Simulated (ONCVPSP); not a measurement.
## Before and after: ONCV potential for helium

He, optimised norm-conserving Vanderbilt (ONCV), made with ONCVPSP 4.0.1 (PBE, scalar-relativistic). Core none, reference 1s2. Waves: 1s: rc 0.55 bohr, ncon 3, nbas 6, qcut 9.4 1/bohr, 1 projector; p scattering state at 0.05 Ha: rc 0.50 bohr, ncon 5, nbas 8, qcut 17.7 1/bohr, 2 projectors, debl 1.5 Ha. Local part: polynomial inside 0.45 bohr (lpopt 5, dvloc0 0 Ha). Core correction: none.

All-electron outer shells of the reference configuration (PBE, scalar-relativistic, ld1.x):

```
shell  level (eV)  outermost node (bohr)  outermost maximum (bohr)
   1s      -15.76                      –                      0.56
```

Change: all radii scaled by about 1.31 (s 0.72, p 0.66 bohr); local potential polynomial inside 0.60 bohr (lpopt 5, dvloc0 0 Ha).

Cutoffs: the cutoffs (Ha) at which the residual kinetic energy of the hardest occupied pseudo-wave falls to 1 and 0.1 mHa per electron; they do not see the model core or the augmentation charge, which bear on the density cutoff. Errors are all-electron minus pseudo energies relative to the spin-unpolarised reference configuration.

Q: How do hardness, ghosts and transferability respond?

A: The potential gets softer (143 Ha and 311 Ha → 45 Ha and 163 Ha); neither file shows a bound ghost. A larger radius leaves more room for a smooth pseudo-wave, so fewer plane waves are needed.

```tsv
quantity	base	changed
cutoff, loose	143 Ha	45 Ha
cutoff, tight	311 Ha	163 Ha
bound ghosts	none	none
GHOST(+) flags under 300 eV	none	none
error for 1s1, meV [ΔE 26.96 eV]	+8.5	+29
error for 1s1.5, meV [ΔE 10.55 eV]	-0.2	+3.4
```
